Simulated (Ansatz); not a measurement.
```yaml
crystal:
  periodic: [false, false, false]
  atoms:
    - {symbol: C, position_ang: [-0.518750, 2.141510, 0.927143]}
    - {symbol: C, position_ang: [-0.592557, 1.034781, 0.211857]}
    - {symbol: C, position_ang: [-1.551111, -0.102710, 0.033706]}
    - {symbol: Si, position_ang: [0.033672, -0.201082, -0.978297]}
    - {symbol: Si, position_ang: [1.697882, -1.660698, -0.278906]}
    - {symbol: H, position_ang: [0.336147, 2.805969, 0.856430]}
    - {symbol: H, position_ang: [-1.312485, 2.432273, 1.612611]}
    - {symbol: H, position_ang: [-2.480153, 0.119321, -0.488756]}
    - {symbol: H, position_ang: [-1.692421, -0.774545, 0.878287]}
    - {symbol: H, position_ang: [-0.070770, 0.108647, -2.425513]}
    - {symbol: H, position_ang: [1.601345, -2.965955, -0.986532]}
    - {symbol: H, position_ang: [3.048710, -1.090293, -0.527349]}
    - {symbol: H, position_ang: [1.520891, -1.882217, 1.180320]}
basis:
  gaussian: {orbitals: aug-cc-pVTZ}
magnetization: {spin_polarized: true, initial_magnetization: 6}
hamiltonian: {xc: {name: wPBEh}}
scf: {lower_state_search: off}
```

```sh
$ ansatz run in.yaml --threads 4 --pin off --events-out ev --progress --plain --max-ram 10444MiB
```

It prints (some lines left out):

```
Functional definition: wPBEh
1811 factors; their error is unknown
184 factors; integrals over basis functions are off by at most 1.4e-6 eV
mean field evaluation 1: about -18943.3483 eV, gradient 6.6e1 eV
mean field evaluation 2: about -18451.2137 eV, gradient 2.1e2 eV
mean field evaluation 4: about -18970.1042 eV, gradient 1.4e1 eV
mean field evaluation 8: about -18972.2192 eV, gradient 6.0e-1 eV
mean field evaluation 16: about -18972.3063 eV, gradient 2.1e-2 eV
mean field evaluation 32: about -18972.3063 eV, gradient 3.4e-5 eV
mean field -18972.30628850 eV, -697.2193962112 hartree, gradient 3.7e-6 eV, S^2 12.014936; 0 other end points of the search recorded, 0 dependent functions left out
reference -18972.30640607 eV, -697.2194005319 hartree; 30, 24 occupied and 392, 398 virtual orbitals, 1811 factors
Total energy: -18972.30640607 eV, -697.2194005319 hartree
Checks for a lower state left out: stability, starts, cluster_reference, orbital_swaps, neighbouring_geometries, increment
```

(1) Something in this input is off. What?

Results:

(1) The spin is set far too high for this molecule. The calculation finished and met its thresholds. The result belongs to that input, not to the molecule as meant.
